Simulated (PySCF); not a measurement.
Ligand exchange on a metal centre used in film growth or etching (Hf Cl-NH2). All species are isolated molecules in the gas phase. One relaxed conformer stands for each flexible species; it need not be the lowest.

Level of theory: B3LYP-D3(BJ)/def2-TZVP // PBE-D3(BJ)/def2-SVP (PySCF). B3LYP has the VWN-RPA correlation part, as in Gaussian. 

```tsv
species	LUMO (eV)	HOMO (eV)	mean distance from the central atom to its bonded neighbours (Å)	coordination number
0 of 4 Cl replaced by NH2 ([Hf(Cl)4])	-2.45	-9.42	2.337	4
1 of 4 Cl replaced by NH2 ([Hf(Cl)3(NH2)])	-1.95	-8.04	2.270	4
2 of 4 Cl replaced by NH2 ([Hf(Cl)2(NH2)2])	-1.18	-7.47	2.200	4
3 of 4 Cl replaced by NH2 ([Hf(Cl)(NH2)3])	-0.38	-7.03	2.130	4
4 of 4 Cl replaced by NH2 ([Hf(NH2)4])	-0.18	-6.42	2.059	4
```
